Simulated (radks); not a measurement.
Polarisabilities and homonuclear dispersion coefficients (atomic units). Code: a radial shooting solver on a logarithmic mesh with Libxc functionals. Model: scalar-relativistic Kohn-Sham, exchange-only LDA, spin-polarised, spherical densities, finite nucleus; Fermi nuclear charge, rms radius of each element as measured or else 0.836 A^(1/3) + 0.57 fm. Response by self-consistent Sternheimer equations with the Hartree and adiabatic exchange-only LDA kernel, the relativistic mass of each level held fixed and spin-orbit coupling left out. "Uncoupled" leaves out the induced potential. Quadrupole and octupole values are given only where no p, d or f shell is open.

species  configuration  alpha1 (bohr^3)  alpha1, uncoupled  alpha2 (bohr^5)  alpha3 (bohr^7)      C6     C8  recommended alpha1
Ar                [Ar]            12.79              19.20            69.66            846.2   76.26   2162    11.083 +/- 0.007
K+                [Ar]            5.918              9.175            19.32            135.3   25.70  461.9                   -
Ca2+              [Ar]            3.406              5.365            7.763            37.50   11.38  147.9                   -
Sc3+              [Ar]            2.189              3.479            3.739            13.51   5.837  58.31                   -
Ti4+              [Ar]            1.508              2.409            2.013            5.708   3.291  26.26                   -
V5+               [Ar]            1.090              1.746            1.171            2.693   1.986  12.99                   -
Cr6+              [Ar]           0.8166              1.309           0.7217            1.379   1.262  6.903                   -
Mn7+              [Ar]           0.6290              1.009           0.4652           0.7523  0.8353  3.879                   -
Fe8+              [Ar]           0.4956             0.7944           0.3110           0.4320  0.5715  2.282                   -

Recommended values: Schwerdtfeger and Nagle, table of static dipole polarisabilities (2023 update), measured or computed.
